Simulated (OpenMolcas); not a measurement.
An OpenMolcas run meant for Dy IV (ANO-R2, X2C; inactive shells 1s 2s 2p 3s 3p 3d 4s 4p 4d 5s 5p; intended active space 9 electrons in 7 orbitals (4f)). One step of its input:

```
&RASSCF
FileOrb=start.orb
Symmetry=2
Spin=6
nElAct=9 0 0
Inactive=15 12
Ras2=0 7
CIRoot=21 21 1
SDav=21
CIMx=300
Iter=62 100
PrWF=0.3
OrbListing=Nothing
MaxOrb=0
Atom
>>> COPY $Project.JobIph JOB001
```

Lines from the output:

```
--- SEWARD ---
Basis set label: DY.ANO-R...8S7P4D3F1G.

      Electronic valence basis set:
      ------------------
      Associated Effective Charge  66.000000 au
      Associated Actual Charge     66.000000 au
      Nuclear Model: Finite nucleus - Gaussian distribution
        Gaussian exponent, Xi/bohr**(-2):  1.58618E+08

      Shell  nPrim  nBasis  Cartesian Spherical Contaminant
         s      25       8        X
         p      19       7        X
         d      12       4                 X
         f      10       3                 X
         g       5       1                 X
                  Relativistic X2C integrals
                  Atomic mean-field integrals
--- RASSCF ---

 Nr of active orbitals     NAC=   7
 Spin degeneracy         ISPIN=   6
 There can be no such wave function.
 ************************************************
--- Stop Module: rasscf at  /rc=_RC_INPUT_ERROR_ ---
.####################.
.# User input error #.
.####################.
```

Question: What is wrong with the input?

Answer: A keyword is misspelt. OpenMolcas reads the first four letters of a keyword, so the setting is refused or falls back to its default.
